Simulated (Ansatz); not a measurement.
Coupled-cluster diagnostics for the cluster Na₇⁻ (the lowest singlet isomer of a short search), Ansatz.

Geometry of the singlet (PBE0/def2-SVPD):

Cartesian coordinates in Å:
```
Na -0.1217 -1.7464 -1.6385
Na -2.3092 0.9234 -1.4262
Na 0.7149 -2.9493 1.5336
Na 1.3013 1.3641 -2.1562
Na -1.6618 -0.3846 1.6938
Na 2.2193 0.1417 0.9342
Na -0.1429 2.6511 1.0594
```

Correlated methods freeze 7 core orbitals; core or outer-core shells of Na are correlated, in sets that lack core-valence functions. The structure comes from a short search, and lower isomers may exist.

**Question.** Estimate the CCSD(T) correlation energy, the shares of MP2 and (T), T1 and the reference's ⟨S²⟩ for: charge -1, singlet, own geometry in def2-SVPD; and the rough time on 4 threads of Arm Neoverse V2 on a shared host.

**Answer.** 
```json
{"state": "charge -1, singlet, own geometry", "basis": "def2-SVPD", "correlation (eV)": "-4.424", "MP2 share (%)": "81.1", "(T) share (%)": "10.2", "T1": "0.011", "⟨S²⟩ (pure)": "0.00 (0.00)", "wall time": "50 s", "remarks": "restricted SCF unstable"}
```
Customary marks for T1 are 0.02 (closed shells), 0.045 (open shells) and about 0.05 (3d metals). T1 stays under 0.02 throughout.
